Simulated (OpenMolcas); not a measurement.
Computed levels of 4d4 in ions with 40 electrons, in cm-1 above 5D0.

```yaml
Program: OpenMolcas 26.06
Method: CASSCF
Basis: ANO-RCC-VQZP
Scalar_Hamiltonian: DKH2, point nucleus
Spin-orbit_coupling: RASSI with atomic mean-field integrals over the reference wave functions, term energies averaged over their components
```

Active space for each ion: 4 electrons in 5 orbitals (4d).

| Level | Tc3+ | Rh5+ | Pd6+ | Ag7+ |
| --- | --- | --- | --- | --- |
| 5D1 | 316 | 606 | 815 | 1092 |
| 5D2 | 883 | 1627 | 2135 | 2778 |
| 5D3 | 1635 | 2906 | 3741 | 4758 |
| 5D4 | 2521 | 4353 | 5517 | 6892 |
| 3H4 | 18195 | 22466 | 24515 | 26410 |
| 3P0(1) | 18406 | 22098 | 23805 | 25312 |
| 3H5 | 18914 | 23867 | 26387 | 28874 |
| 3H6 | 19579 | 25012 | 27819 | 30629 |
| 3P1(1) | 20143 | 25153 | 27679 | 30143 |

Question: Estimate 5D4, 3H4, 3P0(1) for Ru4+ from its neighbours Tc3+ and Rh5+.

Answer: 5D4 is fine structure, which grows about as the fourth power of a screened charge, so the fourth roots are averaged: ((2521^0.25 + 4353^0.25) / 2)^4 = 3344. The calculation gives 3367, so the estimate is off by -0.7 %.
3H4 is another term, which grows about linearly with the charge: (18195 + 22466) / 2 = 20330. The calculation gives 20404, so the estimate is off by -0.4 %.
3P0(1) is another term, which grows about linearly with the charge: (18406 + 22098) / 2 = 20252. The calculation gives 20352, so the estimate is off by -0.5 %.

Without dynamic correlation excited terms often stand tens of per cent too high (terms of higher spin than the ground term too low), and those without a measured partner can miss by more than the paired ones. Only configurations of the active space appear.

A number in round brackets counts repeated terms of one configuration in the order of the reference energies.
